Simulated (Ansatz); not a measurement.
C₂H₄AlFS, SMILES `F/C=C/[S][AlH2]` from Hartree–Fock to CCSD(T)

```xyz
9

F     1.507   -0.230   -1.725
C     1.141   -0.040   -0.463
C     0.339    0.980   -0.117
S    -0.218    1.223    1.544
Al   -1.211   -0.551    0.643
H     1.594   -0.741    0.230
H    -0.007    1.650   -0.900
H    -2.434   -0.317   -0.328
H    -0.712   -1.974    1.116
```

Charge 0, multiplicity 1. Geometry: relaxed with PBE0-D4/def2-TZVP. It is one conformer, not always the lowest. Frozen core, restricted reference, the Gaussian-basis code of Ansatz. CBS rows extrapolate triple and quadruple zeta; past MP2 they add the triple-zeta difference.

```
     basis     HF (Eh)  MP2 corr.
def2-TZVPP  -817.03149   -0.82438
def2-QZVPP  -817.05745   -0.89105
```

Task: Estimate the CCSD correlation energy and the (T) correction in each basis where they were run (hartree).

Result: 
```
     basis  CCSD corr.       (T)
def2-TZVPP    -0.86296  -0.03746
 CBS(def2)    -0.97903     as TZ
```
